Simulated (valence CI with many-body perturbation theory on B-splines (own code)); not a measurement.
# Os⁴³⁺ in brief

Level of theory: configuration interaction combined with many-body perturbation theory (CI+MBPT): five valence electrons over a frozen Dirac-Fock core [Ar] 3d10, radial functions for each j: 11 s, 11 p, 10 d, 8 f, 5 g, 2 h, with the one-electron correlation potential Σ1, the two-electron term Σ2, the three-electron term Σ3, Breit, model QED; selected CI, second order for the rest, scaled by the run's own slope (own B-spline code, finite nucleus).

The last digits are not significant, and no measured levels were compared; by estimate large intervals hold to a few tenths of a per cent, small ones and those within an open d or f shell to about a per cent. Among the levels kept, up to 2200 cm⁻¹ of a level comes from second order outside the variational space, and about a tenth of that is noise between levels of different J, which matters for small intervals.

Levels are named by their leading jj configuration (3d3/2^4 stands for four electrons in 3d with j = 3/2), which in mixed levels can hold well under half, so a name can repeat and another be missing.

Rates and lifetimes use the calculated energies. Strong lines usually hold to 10 to 20 %, long lifetimes can be off by a factor of two.

**Question.** What is the ground level?

**Answer.** (4s^2 4p1/2^2 4p3/2) J=3/2, composition 47 % 4s²4p³ ²P° + 26 % 4s²4p³ ²D° + 26 % 4s²4p³ ⁴S°, g = 1.360.

**Question.** How well does LS coupling describe the low levels?

**Answer.** Among the lowest 20 levels the leading LS term, summed over configurations, holds 52 % on average. For single configurations the figures are 50 % in LS and 93 % in jj coupling. Terms mix most in the J = 5/2 level at 189.12 eV, where the leading one holds 30 %.

**Question.** Name the longest-lived excited levels whose lifetime is computed, and their main decay.

**Answer.** (4s^2 4p1/2 4p3/2 4d5/2) J=9/2 at 293.58 eV lives 3.79 μs, mostly by E2 to (4s^2 4p1/2^2 4d5/2) J=5/2; (4s^2 4p1/2 4p3/2^2) J=5/2 at 109.23 eV lives 425 ns, mostly by M1 to (4s^2 4p1/2^2 4p3/2) J=3/2; (4s^2 4p1/2 4p3/2^2) J=1/2 at 116.37 eV lives 137 ns, mostly by M1 to (4s^2 4p1/2^2 4p3/2) J=3/2.

**Question.** Where does the other parity begin?

**Answer.** At (4s^2 4p1/2^2 4d3/2) J=3/2, 161.06 eV.

**Question.** What is the ionisation energy?

**Answer.** 2170.4 eV; NIST lists 2168 ± 4 eV (theoretical).

**Question.** Among levels below 593.39 eV, which E1 lines absorb most strongly from the ground level?

**Answer.** to (4s^2 4p1/2 4p3/2 4d3/2) J=5/2 at 4.353 nm, f = 0.753; to (4s^2 4p1/2 4p3/2 4d3/2) J=3/2 at 4.332 nm, f = 0.643; to (4s 4p1/2^2 4p3/2^2) J=3/2 at 5.523 nm, f = 0.265.
